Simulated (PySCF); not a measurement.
**Ni²⁵⁺: ionisation energy**

Ni²⁵⁺ [He] 2s1 (2S) → Ni²⁶⁺ 1s2 (1S), as a difference of total energies. All numbers are calculated (PySCF 2.14, no relativity, point nucleus, in an uncontracted even-tempered set (17 s from 6.5 bohr⁻², ratio 2.2; 8 p from 10 bohr⁻², ratio 2.4; 6 d from 30 bohr⁻², ratio 2.4; 5 f from 45 bohr⁻², ratio 2.4; 4 g from 68 bohr⁻², ratio 2.4)). Correlated levels: nothing frozen; virtual orbitals above 40 to 60 times the deepest correlated orbital energy dropped. The calculations carry no spin-orbit coupling.

```
                 method  ionisation energy (eV)
                    UHF                  2370.3
                    LDA                  2367.4
                    PBE                  2372.7
                   PBE0                  2372.1
                 r2SCAN                  2369.0
                 revPBE                  2372.7
                   BP86                  2372.1
    MP2 (all electrons)                  2370.5
SCS-MP2 (all electrons)                  2370.4
```

These non-relativistic numbers lack the scalar-relativistic shift.

For comparison: 2399.3 eV (theoretical estimate listed by NIST; NIST Atomic Spectra Database, ionization energies).
